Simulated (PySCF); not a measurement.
# Dipole response of P²⁺ (phosphorus, charge +2)

[Ne] 3s2 3p1, 2P determinant. All numbers are calculated (PySCF 2.14, the non-relativistic Hamiltonian (point nucleus), in aug-cc-pV(Q+d)Z with one added diffuse shell each of s, p, d, f, g type (8s7p6d4f3g, 114 functions)). Coupled (time-dependent) response in atomic units; α is the mean over directions.

```tsv
method	mean α (bohr³)	α xx, yy, zz	C₆ (like pair)	S(−4)
UHF	9.586	9.832, 9.095, 9.832	35.19	40.65
PBE	9.200	9.371, 8.860, 9.371	33.12	36.42
PBE0	9.275	9.477, 8.869, 9.477	33.53	37.10
```

S(−4) is the Cauchy moment in α(ω) = α(0) + S(−4) ω² + …

α(iu) at PBE0:

```csv
u (hartree),α(iu) (bohr³)
0,9.275
0.0500,9.183
0.100,8.919
0.200,8.010
0.300,6.864
0.500,4.751
0.750,3.014
1.00,2.029
1.50,1.093
2.00,0.6955
3.00,0.3731
5.00,0.1784
```

A single London oscillator, α(iu) = α/(1 + u²/ω²), gives C₆ = (3/4) ω α². Matching the computed C₆ needs ω = 4 × 33.53 / (3 × 9.275²) = 0.520 hartree.

For an ion, C₆ is the dispersion term alone; charge-induced terms of lower order in 1/R come first.

The components differ because the open shell of this determinant is not spherical; for a pure term their mean is the scalar polarisability.
